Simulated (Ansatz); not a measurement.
Ansatz (a first-principles code) input for Br2Sn, SMILES [Br][Sn][Br] (connectivity only; charge and spin as stated), charge +1, multiplicity 2, PBE/def2-SVPD. Coordinates come from a PBE0-D3(BJ)/def2-SVP optimisation. The multiplicity is an assumed one; other spin states were not compared. The isomer is the one that the SMILES or the coordinates give; other isomers of the formula were not compared. The def2 effective core potentials stand for the cores of Sn; spin–orbit coupling is left out.

Ansatz 0.2 input:
```yaml
crystal:
  periodic: [false, false, false]
  atoms:
    - {symbol: Sn, position_ang: [0.00000000, 0.00000000, 0.72415404]}
    - {symbol: Br, position_ang: [0.00000000, -2.11585920, -0.51725289]}
    - {symbol: Br, position_ang: [0.00000000, 2.11585920, -0.51725289]}
basis:
  gaussian:
    orbitals: def2-SVPD
hamiltonian:
  xc: {name: PBE}
total_charge: 1
magnetization: {spin_polarized: true, initial_magnetization: 1}
```

Output:

```
WARN ansatz: RAYON_NUM_THREADS=1 ignored (pool sized by the plan → 1); use --threads N
Functional definition: PBE
integrals: 0.07 GiB planned
1231 factors; their error is unknown
mean field: 0.43 GiB planned
mean field evaluation 1: about -145876.0851 eV, gradient 2.3e1 eV
mean field evaluation 2: about -145845.1809 eV, gradient 6.9e1 eV
mean field evaluation 4: about -145879.9351 eV, gradient 5.2e0 eV
mean field evaluation 8: about -145880.0863 eV, gradient 6.4e-2 eV
mean field evaluation 16: about -145880.0863 eV, gradient 3.6e-5 eV
mean field evaluation 32: about -145878.8753 eV, gradient 5.5e-5 eV
mean field -145880.08628260 eV, -5360.9942898116 hartree, gradient 3.7e-5 eV, S^2 0.752332; 6 other end points of the search recorded, 0 dependent functions left out
reference -145880.08634979 eV, -5360.9942922809 hartree; 46, 45 occupied and 68, 69 virtual orbitals, 1231 factors
Total energy: -145880.08634979 eV, -5360.9942922809 hartree
```

The calculation finished and met its thresholds.

Cost: very roughly 12 core-seconds.
